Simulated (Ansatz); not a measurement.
Geometry optimisation, Ansatz 0.2.0, UKS B3LYP/def2-SVP.

Input file:

```yaml
crystal:
  periodic: [false, false, false]
  atoms:
    - { symbol: "N", position_ang: [-1.4837, -0.4338, -0.0307] }
    - { symbol: Si, position_ang: [0.0525, -0.5224, 0.5754] }
    - { symbol: "N", position_ang: [0.7008, 0.6271, -0.8066] }
    - { symbol: C, position_ang: [1.2713, 0.7477, 0.3771] }
    - { symbol: F, position_ang: [2.1089, 1.5372, 0.8416] }
    - { symbol: H, position_ang: [-1.6659, 0.6209, -0.231] }
    - { symbol: H, position_ang: [-1.4485, -0.7769, -0.9794] }
    - { symbol: H, position_ang: [0.5566, -1.8569, 0.1978] }
magnetization:
  spin_polarized: true
basis:
  gaussian: { orbitals: def2-SVP }
hamiltonian:
  xc: b3lyp
relax:
  f_tol: 0.02
  max_steps: 50
```

Command:

```bash
$ ansatz run input.yaml --threads 2 --pin off --max-ram 3072MiB --backend cpu --events-out ev --progress --plain --runs-dir out
```

Task: Where does it end, and by what steps?

Result: The forces met the threshold. After 12 steps the energy has fallen by 2.132 eV; H7 moved furthest, 0.95 Å.

```
step  energy less start (eV)  largest force component (eV/Å)  accepted
   0                  0.0000                           5.349       yes
   1                 -1.1767                           2.294       yes
   2                 -1.6811                           0.848       yes
   3                 -1.9124                           0.803       yes
   4                 -2.0014                           1.327       yes
   5                 -2.0623                           0.494       yes
   6                 -2.0896                           1.211       yes
   7                 -2.1053                           0.461       yes
   8                 -2.1131                           0.669       yes
   9                 -2.1286                           0.130       yes
  10                 -2.1302                           0.094       yes
  11                 -2.1313                           0.060       yes
  12                 -2.1317                           0.020       yes
```

```xyz
8
Properties=species:S:1:pos:R:3
N -1.452 -0.288 -0.247
Si 0.222 -0.486 -0.025
N 1.430 0.600 -0.810
C 1.359 0.800 0.448
F 2.026 1.711 1.150
H -1.912 0.610 -0.352
H -2.083 -1.076 -0.339
H 0.502 -1.929 0.120
```

Whether the end is a true minimum wasn't checked by a vibrational analysis.

Run time: 43 s on 2 threads of Arm Neoverse V1 (shared host), peak memory 0.24 GiB.
